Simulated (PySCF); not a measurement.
Mean harmonic wavenumber (cm⁻¹) of eight silicon and germanium compounds: PBE-D3(BJ) beside PBE0-D3(BJ), computed with PySCF for isolated molecules in the bases named; differences from unrounded values. The eight are the first of their class met in an unordered collection, after screening for sound electronic states; none was chosen by its value. Each level has its own optimised geometry.

```csv
molecule,basis,PBE0-D3(BJ),PBE-D3(BJ),difference
"GeH₆P₂, SMILES [GeH2]([PH2])[PH2]",def2-SVP,1071,1031,-40
"Si(F)2(OMe)(SH) (CH₄F₂OSSi), SMILES S[Si](F)(OC)F",def2-SVP,1083,1044,-39
"C2H8BClSi, SMILES [SiH2](B(C)C)Cl",def2-SVP,1267,1226,-41
"ethenyl silylformate (C3H6O2Si), SMILES C=COC(=O)[SiH3]",def2-SVP,1195,1150,-45
"Si(F)(NHMe)(OH)2 (CH6FNO2Si), SMILES F[Si](NC)(O)O",def2-SVP,1281,1237,-44
"C2H5ClOSi, SMILES C=C[Si@H](O)Cl",def2-SVP,1239,1197,-42
"BrH₄NO₂Si, SMILES N[Si](Br)(O)O",def2-SVP,1189,1148,-41
"ClF3H2OSi2, SMILES [SiH2](Cl)O[Si](F)(F)F",def2-SVP,716,690,-25
```

PBE-D3(BJ) lies below PBE0-D3(BJ) in 8 and above it in 0 of the eight; the mean signed difference is -40 and the largest -45 cm⁻¹.
